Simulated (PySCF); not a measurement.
Vertical excitations of a molecule C3H4BrCl from TDDFT-B3LYP/def2-SVPD (PySCF), as energy in eV (oscillator strength): 5.30 (0.000), 5.75 (0.008), 6.24 (0.000), 6.33 (0.000), 6.57 (0.068), 6.87 (0.017), 7.18 (0.039), 7.23 (0.039), 7.25 (0.042), 7.63 (0.036). Lowest triplet (TDA): 4.74 eV. Geometry optimised at PBE-D3(BJ)/def2-SVP. One conformer was computed; it need not be the lowest.

Pick the molecule that these values belong to.
(A) ClC1(Br)CC1
(B) C/C(Cl)=C\Br
(C) C/C=C(\Cl)Br
(D) C/C(Br)=C\Cl

A, ClC1(Br)CC1
